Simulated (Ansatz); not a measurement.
Input file for Ansatz (a first-principles code): R-CCSD(T)/aug-cc-pV(T+d)Z on SiH4 (SMILES [SiH4]). The basis file is the Basis Set Exchange's JSON of that set.

Ansatz 0.2 input:
```yaml
crystal:
  periodic: [false, false, false]
  atoms:
    - {symbol: Si, position_ang: [0.00000000, 0.00000000, 0.00000000]}
    - {symbol: H, position_ang: [0.85450000, 0.85450000, 0.85450000]}
    - {symbol: H, position_ang: [0.85450000, -0.85450000, -0.85450000]}
    - {symbol: H, position_ang: [-0.85450000, 0.85450000, -0.85450000]}
    - {symbol: H, position_ang: [-0.85450000, -0.85450000, 0.85450000]}
basis:
  gaussian:
    orbitals: aug-cc-pV_T+d_Z.json
magnetization: {spin_polarized: false}
correlation: {method: ccsd_t, electrons: outside_noble_gas}
scf: {lower_state_search: off}
```

The log:

```
WARN ansatz: RAYON_NUM_THREADS=4 ignored (pool sized by the plan → 4); use --threads N
Functional definition: HF
these checks for a lower state are left out or cut short: stability, starts, cluster_reference, orbital_swaps, neighbouring_geometries, increment
integrals: 0.33 GiB planned
814 factors; integrals over basis functions are off by at most 1.0e-3 eV
mean field: 0.28 GiB planned
mean field evaluation 1: about -7925.0111 eV, gradient 1.0e1 eV
mean field evaluation 2: about -7925.0112 eV, gradient 1.0e1 eV
mean field evaluation 4: about -7925.6909 eV, gradient 3.7e-1 eV
mean field evaluation 8: about -7925.6920 eV, gradient 3.8e-5 eV
mean field -7925.69203738 eV, -291.2638101467 hartree, gradient 2.3e-6 eV, S^2 0.000000; 0 other end points of the search recorded, 0 dependent functions left out
5 core orbitals not correlated
reference -7925.69203738 eV, -291.2638101467 hartree; 4, 4 occupied and 138, 138 virtual orbitals, 814 factors
second order -3.96126432 eV of doubles, -0.00000000 eV of singles
coupled cluster: 0.62 GiB planned
cycle   1  -4.54072967 eV  change   -5.8e-1 eV  update   5.4e-2
cycle   2  -4.75760171 eV  change   -2.2e-1 eV  update   1.9e-2
cycle   3  -4.76304743 eV  change   -5.4e-3 eV  update   4.4e-3
cycle   4  -4.76132058 eV  change    1.7e-3 eV  update   1.5e-3
cycle   5  -4.76099738 eV  change    3.2e-4 eV  update   4.4e-4
cycle   6  -4.76098980 eV  change    7.6e-6 eV  update   1.0e-4
cycle   7  -4.76100266 eV  change   -1.3e-5 eV  update   2.4e-5
cycle   8  -4.76100737 eV  change   -4.7e-6 eV  update   5.8e-6
perturbative correction -0.10923639 eV, -0.0040143633 hartree
Total energy: -7930.56228114 eV, -291.4427883036 hartree
Checks for a lower state left out: stability, starts, cluster_reference, orbital_swaps, neighbouring_geometries, increment
```

The calculation finished and met its thresholds.

Cost: roughly 6 core-seconds.
